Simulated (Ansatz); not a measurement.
C4H7F3 (`CC(CF)C(F)F`). The species carries charge 0 and has multiplicity 1. All single points use the PBE0-D4/def2-TZVP geometry. It is one conformer, not always the lowest.

```xyz
14

C    -1.401    0.152    0.409
C     0.072   -0.215    0.327
C     0.968    1.002    0.416
F     0.687    1.881   -0.619
C     0.369   -1.000   -0.932
F     1.673   -1.390   -0.948
F    -0.381   -2.132   -0.967
H    -1.685    0.812   -0.413
H    -1.609    0.676    1.344
H    -2.030   -0.738    0.370
H     0.343   -0.871    1.164
H     0.795    1.532    1.357
H     2.023    0.729    0.342
H     0.176   -0.438   -1.851
```

Problem. What is the dipole moment at ωB97M-V/def2-TZVPP? (Estimate.)

Solution. The calculation gave: 1.92 D, with components (-0.58, 0.79, 1.65) D in this frame, pointing from negative to positive charge.

Problem. And with PBE, r2SCAN, B3LYP? (Estimate.)

Solution. The calculation gave: PBE 1.80 D, r2SCAN 1.89 D, B3LYP 1.93 D.

Problem. Give the Mulliken charges with ωB97M-V, PBE, r2SCAN in def2-TZVPP. (Best estimate.)

Solution. Computed: 
| atom | ωB97M-V | PBE | r2SCAN |
| --- | --- | --- | --- |
| C1 | -0.32 | -0.27 | -0.20 |
| C2 | -0.10 | 0.02 | 0.09 |
| C3 | 0.02 | 0.03 | 0.12 |
| F4 | -0.24 | -0.21 | -0.25 |
| C5 | 0.28 | 0.24 | 0.33 |
| F6 | -0.20 | -0.17 | -0.21 |
| F7 | -0.20 | -0.17 | -0.21 |
| H8 | 0.12 | 0.09 | 0.06 |
| H9 | 0.10 | 0.08 | 0.05 |
| H10 | 0.12 | 0.10 | 0.07 |
| H11 | 0.09 | 0.05 | 0.00 |
| H12 | 0.10 | 0.07 | 0.04 |
| H13 | 0.12 | 0.09 | 0.06 |
| H14 | 0.10 | 0.06 | 0.05 |

B3LYP here is the variant with VWN-RPA as its local correlation; programs differ in this.
